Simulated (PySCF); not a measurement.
Ionisation energy of Ba(32+) by level of theory

Ba(32+) [Ar] 3d6 [3d3/2^4 3d5/2^2, M_J = 4] → Ba(33+) [Ar] 3d5 [3d3/2^4 3d5/2^1, M_J = 5/2], as a difference of total energies. Computed with PySCF 2.14 in an even-tempered Gaussian basis (16 s from 5.5 bohr⁻², ratio 2.8; 12 p from 7.2 bohr⁻², ratio 2.8; 8 d from 7.2 bohr⁻², ratio 2.8; 3 f from 26 bohr⁻², ratio 3), with the two-component X2C-1e Hamiltonian. Correlated levels: [Ne] frozen; the 74 highest virtual spinors dropped. "Screened" scales the spin-orbit matrix elements by Boettger's factors to mimic the two-electron term; Breit and QED terms are absent.

```tsv
method	ionisation energy (eV)
GHF (spin-free)	2042.8
GMP2 (spin-free)	2043.8
GHF (screened spin-orbit)	2047.6
GMP2 (screened spin-orbit)	2048.3
```

Breit and QED terms and the two-electron picture change are absent.

The spin-free rows relax to the high-spin LS determinant and lack the spin-orbit shift.

The labels give the starting determinants; with spin-orbit coupling the two ends relaxed to ⟨J²⟩ = 20.03, ⟨L²⟩ = 9.11, ⟨S²⟩ = 4.29 and ⟨J²⟩ = 8.76, ⟨L²⟩ = 1.64, ⟨S²⟩ = 6.07.

For comparison: 2047 ± 4 eV (theoretical estimate listed by NIST; NIST Atomic Spectra Database, ionization energies).
